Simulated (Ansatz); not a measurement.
H6O4SnTi, SMILES [O]([SnH3])[Ti]([OH])([OH])[OH], multiplicity 1.

The structure is a stationary point at B3LYP-D3(BJ)/def2-SVP. The spin state was assumed, not searched. The def2 effective core potentials stand for the cores of Sn; spin–orbit coupling is left out. Other conformers were not sampled.

Two levels are set side by side: PBE/def2-SVPD (Ansatz, a first-principles code) and PBE0/def2-SVPD (Ansatz). Energy differences of separate SCF runs at the same geometry; the states with an electron removed or added have multiplicity 2 and 2. Differences are taken from unrounded values.

```json
[
 {"quantity": "vertical ionisation energy (eV)", "PBE0": "10.21"},
 {"quantity": "vertical singlet–triplet gap (eV)", "PBE0": "5.39"}
]
```

Q: What does PBE give, and how far is it from PBE0? (Estimate from the structure and the level; the computed values follow.)

A: 
```json
[
 {"quantity": "vertical ionisation energy (eV)", "PBE": "9.62", "PBE minus PBE0": "-0.59"},
 {"quantity": "vertical singlet–triplet gap (eV)", "PBE": "5.04", "PBE minus PBE0": "-0.34"}
]
```
